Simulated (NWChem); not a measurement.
Species: C₃H₄S₂; SMILES C1=CSCS1

```xyz
9

C      0.6748     0.0000    -1.2882
C     -0.6748     0.0000    -1.2882
S     -1.5235     0.0000     0.2567
C      0.0000     0.0000     1.3088
S      1.5235     0.0000     0.2567
H      1.2962     0.0000    -2.1951
H     -1.2962     0.0000    -2.1951
H      0.0000     0.9025     1.9517
H      0.0000    -0.9025     1.9517
```
Atoms are numbered in this order, from 1.

This is a stationary point of PBE-D3(BJ)/def2-SVP (NWChem), point group C2v. 

### Question
Is it a minimum? If not, what does it relax to?

### Answer
No. It has an imaginary frequency of 94i cm⁻¹. Following that mode (on a finer grid) lowers the energy by 0.5 kcal/mol and ends, with real frequencies alone, at point group Cs:
```xyz
9

C      0.6759     0.0765    -1.2664
C     -0.6759     0.0765    -1.2664
S     -1.5027    -0.1935     0.2728
C      0.0000     0.1444     1.2809
S      1.5026    -0.1935     0.2728
H      1.2974     0.1824    -2.1670
H     -1.2974     0.1824    -2.1670
H      0.0000     1.2030     1.6164
H      0.0000    -0.5245     2.1625
```
